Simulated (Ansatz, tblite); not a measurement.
Removing and adding an electron: Ag₂Au₂ (the lowest singlet isomer of a short search). Total charge 0; singlet. Geometry: PBE0-D4/def2-SVP. Ansatz, gas phase; energy differences of separate SCF runs; the oxidised species was run as a doublet alone; the reduced species was run as a doublet alone.

```xyz
4

Au    0.452   -0.022   -2.309
Au   -0.452    0.023    2.309
Ag   -1.274    0.350   -0.253
Ag    1.274   -0.351    0.253
```

In the def2 sets Ag, Au take a core potential; there is no spin–orbit coupling. The xTB rows come from tblite. The structure comes from a short search, and lower isomers may exist.

Q: Estimate orbital energies and vertical ionisation energies and electron affinities at: GFN1-xTB; GFN2-xTB; PBE-D4/def2-TZVP; PBE-D4/def2-TZVPD; r2SCAN-D4/def2-TZVP; r2SCAN-D4/def2-TZVPD; PBE0-D4/def2-TZVP; PBE0-D4/def2-TZVPD.

A: 
| level | −HOMO (eV) | vertical IE (eV) | −LUMO (eV) | vertical EA (eV) | HOMO–LUMO gap (eV) | IE − EA (eV) | remarks |
| --- | --- | --- | --- | --- | --- | --- | --- |
| GFN1-xTB | 10.25 | 13.37 | 8.84 | 5.63 | 1.41 | 7.74 | – |
| GFN2-xTB | 8.45 | 12.02 | 6.36 | 4.02 | 2.09 | 8.00 | – |
| PBE-D4/def2-TZVP | 5.51 | 7.84 | 3.71 | – | 1.80 | – | – |
| PBE-D4/def2-TZVPD | 5.51 | – | 3.72 | 1.71 | 1.79 | – | HOMO above zero (-1 doublet) |
| r2SCAN-D4/def2-TZVP | 5.55 | 7.76 | 3.48 | – | 2.07 | – | – |
| r2SCAN-D4/def2-TZVPD | 5.55 | – | 3.50 | 1.66 | 2.05 | – | HOMO above zero (-1 doublet) |
| PBE0-D4/def2-TZVP | 5.97 | 7.62 | 2.85 | – | 3.12 | – | – |
| PBE0-D4/def2-TZVPD | 5.97 | – | 2.86 | 1.48 | 3.11 | – | – |

   A HOMO above zero means that the electron is unbound at that level or that self-interaction error raises the level; the energy of removing that electron tells which. Raw xTB energy differences between charge states are shifted by several eV; the methods need an empirical correction for them.
